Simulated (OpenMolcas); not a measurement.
Ir3+: effect of the metal basis

Ir3+ with its 6 nearest oxide ions at 2.076 Å, on the Mg site of MgO (a = 4.2112 Å, distance in the model lattice 2.106 Å). The rest of the host is ab initio model potentials to 7.6 Å and point charges beyond; the distance is set by hand and nothing relaxes, and no local charge compensation is placed.

* Program: OpenMolcas 26.06
* Method: SS-CASPT2, IPEA 0.25 Eh, imaginary shift 0.1 Eh (closed shells correlated: 5s 5p and the ligand valence shells)
* Spin-orbit coupling: RASSI with atomic mean-field integrals over the reference wave functions

Fixed: ligand basis ANO-RCC-VDZP, active space 6 electrons in 5 orbitals (5d), DKH2 Hamiltonian.

States (labels of O, the rotations of Oh). Energies in cm-1 above the lowest state or level, χT in cm3 K/mol.

```
Run   Metal basis  Ground state  First state of that spin  First gap with spin-orbit (degeneracies)  χT at 300 K  First state of another spin                    Cost
  A  ANO-RCC-VDZP           1A1                 1T1 29110                              24080 (1, 2)        0.016              2S+1 = 3: 26000  roughly 6 core-minutes
  B  ANO-RCC-VTZP           1A1                 1T1 28970                              24030 (1, 2)        0.016              2S+1 = 3: 26190  roughly 7 core-minutes
```

Against A, the first state of the same spin changes by -0.5 % in B.

Costs are those of the CASPT2 steps.

Roots that are degenerate in the reference are averaged as groups; the widest CASPT2 spread within a group is 540 cm-1 (the 3-fold group of multiplicity 1 near 35200 cm-1 above the lowest state of its run, B). Shifts and gaps below about the spread of the groups concerned are not significant. Over all roots computed the reference weight is 0.67 to 0.69 in A, 0.66 to 0.69 in B; a low but even weight reflects the number of correlated electrons. Ligand-to-metal charge-transfer states are missing. With no ligand orbital active B as a rule stays too high, so bands that hang on it stand too high and its fall with covalency is understated. With one d shell and no ligand orbital active, 10Dq can be off by a tenth or more. The least metal-like active orbital is 70 % on the metal (Löwdin) and no ligand orbital is active, so the numbers are rough (holds for A). The least metal-like active orbital is 71 % on the metal (Löwdin) and no ligand orbital is active, so the numbers are rough (holds for B). No measured value stands beside these numbers; the geometry was set by hand and not optimised.

A state without a sure symmetry label is named by its multiplicity alone.
